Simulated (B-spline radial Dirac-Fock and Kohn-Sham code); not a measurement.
These are calculated numbers from a radial finite-basis atomic code; the model is relativistic Hartree-Fock (Dirac-Fock) wave functions, averaged over the configuration.

Question: This computed X-ray form factor belongs to an atom or ion in its tabulated ground configuration. Which?

```tsv
sin θ/λ (Å⁻¹)	f₀
0.06	44.884
0.11	44.614
0.16	44.189
0.2	43.743
0.25	43.062
0.46	38.967
0.86	28.951
1.62	16.998
2.45	11.819
```

Answer: Re³⁰⁺, with 45 electrons in [Kr] 4d9. f₀ tends to the number of electrons as s goes to zero, which the first rows give only roughly, and the rate of fall reflects the nuclear charge, 75.

Question: This computed X-ray form factor belongs to an atom or ion in its tabulated ground configuration. Which?

```
sin θ/λ (Å⁻¹)      f₀
         0.15  48.522
         0.25  42.169
          0.4  34.384
          0.8  22.032
          1.2  16.227
            2   9.547
          2.5   6.918
            3   5.557
          3.5   4.819
```

Answer: La³⁺, with 54 electrons in [Kr] 4d10 5s2 5p6. f₀ tends to the number of electrons as s goes to zero, which the first rows give only roughly, and the rate of fall reflects the nuclear charge, 57.
